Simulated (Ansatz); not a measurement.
Cartesian coordinates in Å:
```
N -0.879 -1.077 0.476
Nb 0.224 -0.040 -0.388
O -0.664 1.587 -0.784
O 1.718 0.310 0.725
F 0.765 -0.902 -1.971
H -1.511 -1.716 0.933
H -1.566 1.851 -0.598
H 1.912 -0.013 1.606
```

Charge 0, multiplicity 1. Nb: def2 effective core potential.

Question: List the r2SCAN/def2-TZVPP orbital energies in eV (the Gaussian-basis code of Ansatz). (Estimate.)

Answer: The calculation gave: Occupied: -665.51, -516.09, -516.09, -384.82, -63.86, -38.93, -38.83, -38.73, -29.51, -25.83, -25.67, -20.01, -13.08, -12.90, -11.40, -10.95, -10.38, -10.12, -9.31, -8.83, -8.54, -8.16, -7.19, -7.06. Lowest empty: -1.45, -1.34, -0.46, -0.33, -0.27, 0.04, 0.91, 1.20.
